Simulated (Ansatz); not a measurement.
Relaxation of CH$_{8}$FW (11 atoms, charge 0, multiplicity 2), to a largest force component of 0.03 eV/Å in at most 50 steps.

Computed with UKS PBE/def2-SVP (Ansatz).

```xyz
11
Properties=species:S:1:pos:R:3
W 0.239 -0.004 -0.312
H -0.533 -0.005 2.506
F 1.868 0.009 0.574
H -0.532 1.477 -0.645
H -1.244 0.027 0.516
H -0.527 -1.498 -0.601
H 0.279 0.009 -2.017
C 0.013 -0.004 3.474
H -0.309 -0.880 4.070
H 1.107 -0.055 3.292
H -0.231 0.925 4.025
```

Question: Where does it end, and by what steps?

Answer: The run converged. The force dipped under the threshold on the way, but the program's further checks kept it going. After 7 steps the energy has fallen by 0.014 eV; H2 moved furthest, 0.46 Å.

```
step  energy less start (eV)  largest force component (eV/Å)  accepted
   0                  0.0000                           0.136       yes
   1                 -0.0069                           0.245       yes
   2                 -0.0107                           0.083       yes
   3                 -0.0121                           0.058       yes
   4                 -0.0128                           0.024       yes
   5                 -0.0131                           0.087       yes
   6                 -0.0135                           0.042       yes
   7                 -0.0139                           0.007       yes
```

```xyz
11
Properties=species:S:1:pos:R:3
W 0.246 0.000 -0.435
H -0.806 0.001 2.872
F 1.831 0.002 0.528
H -0.469 1.485 -0.861
H -1.252 0.023 0.370
H -0.482 -1.490 -0.826
H 0.340 -0.013 -2.136
C -0.016 -0.002 3.648
H -0.139 -0.893 4.291
H 0.981 -0.028 3.169
H -0.105 0.914 4.262
```

Whether the end is a true minimum wasn't checked by a vibrational analysis.

Run time: 16 s on 4 threads of Arm Neoverse V2 (shared host), peak memory 0.17 GiB.
